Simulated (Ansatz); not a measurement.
C4H2F2Sn, SMILES `C#[C][Sn]([F])([F])[C]#C`, charge 0, multiplicity 1.

(1) Give a relaxed structure at PBE0-D4/def2-TZVP (the Gaussian-basis code of Ansatz). (Estimate.)

## Answers

(1) Computed: 
Cartesian coordinates in Å:
```
C -0.0755 2.8111 -0.7045
C -0.3256 1.7058 -0.2983
Sn -0.7339 -0.1760 0.3871
F -2.3606 -0.7654 -0.3914
F -1.1341 -0.0719 2.2387
C 0.6854 -1.6200 0.1068
C 1.5279 -2.4630 -0.0627
H 0.1436 3.7914 -1.0639
H 2.2728 -3.2120 -0.2118
```
Point group C2v.
This is one stationary point; other conformers may exist.
